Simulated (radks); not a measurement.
Results of a calculation; reference values are marked as such.
How relativity changes the ionisation of the lanthanum ion La2+ ([Xe] 5d1) to La3+ ([Xe]). Spin-unpolarised spherical Kohn-Sham, PBE, point nucleus unless stated (finite: rms radius 4.855 fm), a radial shooting solver on a logarithmic mesh with Libxc functionals. A level marked "c x" has the speed of light scaled by that factor and shares open shells by 2j + 1; other Dirac levels either fill j = l - 1/2 first or share by 2j + 1.

level                               E(La2+) (hartree)  E(La3+) (hartree)  IE (eV)   HOMO  <r> HOMO (bohr)
non-rel.                                   -8222.7241         -8222.0066   19.525     5d            2.530
scalar-rel.                                -8492.6660         -8491.9696   18.950     5d            2.588
scalar-rel., finite nucleus                -8492.2923         -8491.5960   18.950     5d            2.588
Dirac, 2j+1 shares                         -8496.8879         -8496.1919   18.938  5d5/2            2.604
Dirac, low j first                         -8496.8932         -8496.1919   19.084  5d3/2            2.571
Dirac, 2j+1 shares, finite nucleus         -8496.5126         -8495.8166   18.938  5d5/2            2.604
Dirac, c x 0.85                            -8616.5169         -8615.8293   18.710  5d5/2            2.635
Dirac, c x 5                               -8232.8108         -8232.0941   19.501  5d5/2            2.533
Dirac, c x 10                              -8225.2396         -8224.5223   19.519  5d5/2            2.531

NIST Atomic Spectra Database: 19.177 eV (measured). The relativistic part of the total energy of La2+ is -273.8 hartree (Dirac, 2j+1 shares, finite nucleus), 3.3 % of the non-relativistic value. Spin polarisation and multiplet splitting of open shells are left out at every level.

Beside tabulated values, note that relativity, absent from the non-relativistic runs, is large for the heavy elements, and spin-unpolarised runs miss the spin-polarisation part of the exchange energy of open shells.
